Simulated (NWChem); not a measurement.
System: C2H3BF2O; SMILES C(C=O)B(F)F

NWChem input:

```
start job
memory heap 200 mb stack 900 mb global 1100 mb
geometry units angstroms noautoz
  O      0.010052     1.686967    -0.952403
  C     -0.004133     1.674805     0.250347
  C     -0.010153     0.409571     1.068126
  B     -0.000781    -0.835342     0.103370
  F     -1.121080    -1.385920    -0.317970
  F      1.127442    -1.384331    -0.298340
  H     -0.013610     2.632959     0.830051
  H      0.868244     0.426868     1.736187
  H     -0.898947     0.425362     1.722246
end
basis spherical
  * library sto-3g
end
dft
  xc xpbe96 cpbe96
  iterations 150
  mulliken
end
task dft energy
```

Structure relaxed at the PBE0/def2-SVP level.

### Question
Give the results of this calculation. (PBE/STO-3G.) Quantities: basis functions; energy (Ha); highest occupied level (eV); orbital gap (eV); dipole (D).

### Answer
* **number of basis functions**: 33
* **energy (Ha)**: -372.27
* **highest occupied level (eV)**: -2.49
* **orbital gap (eV)**: 3.79
* **dipole (D)**: 1.49
